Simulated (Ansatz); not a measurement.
`[CH3][Ti]([F])([F])[F]`, relaxed with RKS PBE-D4/def2-SVP in the Gaussian-basis code of Ansatz from a rough embedded geometry. The force threshold is 0.03 eV/Å; the program also tests the step.

Charge 0, multiplicity 1.

Start:

```xyz
8

C    -0.695   -0.926    0.049
Ti    0.596    0.737   -0.061
F     2.344    0.082   -0.382
F     0.135    1.927   -1.482
F     0.557    1.735    1.575
H    -0.744   -1.475   -0.876
H    -0.432   -1.572    0.910
H    -1.761   -0.509    0.266
```

```tsv
step	energy (eV)	largest force (eV/Å)	largest move (Å)
1	-32331.9461	3.397	0.000
2	-32332.9298	1.328	0.179
3	-32332.9768	0.949	0.093
4	-32333.0306	0.127	0.065
5	-32333.0327	0.020	0.015
```

End:

```xyz
8

C    -0.684   -0.829    0.062
Ti    0.620    0.752   -0.057
F     2.206    0.074   -0.344
F     0.081    1.749   -1.387
F     0.531    1.592    1.474
H    -0.666   -1.394   -0.895
H    -0.377   -1.497    0.896
H    -1.710   -0.446    0.250
```

Hardware: 4 threads of an Intel Xeon Platinum 8488C on a shared host. Wall time 4.9 s, peak host memory 0.18 GiB.
